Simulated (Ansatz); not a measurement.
Mulliken charges of `C#C[Si](F)(F)C#C` from r2SCAN/def2-TZVPP in Ansatz (PBE0-D4/def2-TZVP geometry).

| atom | x (Å) | y (Å) | z (Å) | charge (e) |
| --- | --- | --- | --- | --- |
| C1 | 0.701 | -2.470 | 0.471 | -0.017 |
| C2 | 0.552 | -1.400 | -0.062 | -0.369 |
| Si3 | 0.311 | 0.213 | -0.829 | 0.898 |
| F4 | -0.472 | 0.034 | -2.188 | -0.292 |
| F5 | 1.716 | 0.841 | -1.179 | -0.292 |
| C6 | -0.599 | 1.342 | 0.241 | -0.369 |
| C7 | -1.208 | 2.079 | 0.973 | -0.017 |
| H8 | 0.835 | -3.419 | 0.939 | 0.229 |
| H9 | -1.748 | 2.735 | 1.618 | 0.229 |

By hand: the dipole of these point charges (1 e Å = 4.8032 D).

Σ q r = (-0.267, -0.193, 0.734) e Å, of length 0.805 e Å = 3.87 D.

How does the dipole of the full density compare? (Best estimate.)

The calculation gave: (-0.179, -0.129, 0.491) e Å, 2.59 D; the point charges give 1.49 times that, at 0° from its direction.

Point charges leave out the atoms' own dipoles, such as those of lone pairs, and Mulliken's split depends on the basis, so the two needn't agree.
